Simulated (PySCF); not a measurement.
Compound: IBr.
SMILES: `BrI`

Computed, not measured: PBE0-D3(BJ)/def2-SVP geometry optimisation, gas phase, def2 core potentials past Kr (PySCF 2.14.0).

Take the most abundant isotopes and a rigid rotor. 

Question: What are the moment of inertia and the rotational constant?

Answer: I = 301.812 u·Å², B = 505379 MHz·u·Å²/I = 1674 MHz (0.0559 cm⁻¹, or 0.080 K as hB/k). For two atoms I = μr² with μ = 48.6588 u and r = 2.4905 Å.

Question: List the first levels of a rigid rotor in a Σ state.

Answer: E(J) = BJ(J+1): J = 1: 0.112, J = 2: 0.335, J = 3: 0.670, J = 4: 1.117, J = 5: 1.676, J = 6: 2.346 cm⁻¹.

Question: Where do the first rotational lines fall?

Answer: The dipole is 0.85 D; J+1 ← J lies at 2B(J+1): 1 ← 0 at 3.35 GHz, 2 ← 1 at 6.70 GHz, 3 ← 2 at 10.05 GHz, 4 ← 3 at 13.40 GHz, 5 ← 4 at 16.74 GHz, 6 ← 5 at 20.09 GHz.

Question: Estimate the classical rotational partition function at 25 K, 100 K and 200 K.

Answer: Point group C∞v, symmetry number σ = 1; q = kT/(σhB), k/h = 20836.6 MHz/K: 311 at 25 K, 1240 at 100 K, 2490 at 200 K.

Whether it is a minimum is left open (no frequencies). These are rigid-rotor constants of the computed structure; measured ground-state constants (B0) also hold zero-point vibration.

On an Arm Neoverse V1 with one thread, shared host with 32 logical CPUs at a one-minute load of 20, this took 5.5 s and 0.28 GiB of memory at its peak. These figures are those of the optimisation.
